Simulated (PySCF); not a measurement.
# MgI⁺ at RHF-CCSD(T)

Level: RHF-CCSD(T). Mg x2c-SVPall, I x2c-SVPall; spin-free X2C with a Gaussian nucleus (PySCF 2.14).

For MgI⁺, the state is ¹Σ⁺ (singlet), closed shell and the bond length is 251.2 pm. The harmonic wavenumber is 367 cm⁻¹ and the force constant is 1.60 mdyn/Å. The rotational constant Be is 0.1324 cm⁻¹. The anharmonicity ωexe is 1.25 cm⁻¹, the vibration–rotation constant αe is 0.000581 cm⁻¹ and the well depth De to Mg⁺ + I is 2.18 eV. The dissociation energy D0 is 2.16 eV.

Correlated steps freeze 19 core orbitals. Correlated levels converge slowly with the basis: in double zeta they bind strong bonds too weakly, by up to about 1 eV, and carry superposition errors of some tenths. Spin–orbit coupling is left out, which matters for elements this heavy, above all for dissociation energies. For an ion De counts to the pair picked by the measured ionisation energies or electron affinities, which need not be the lowest pair at this level. Where the molecule has an RHF reference, its open-shell atoms are computed with UHF.
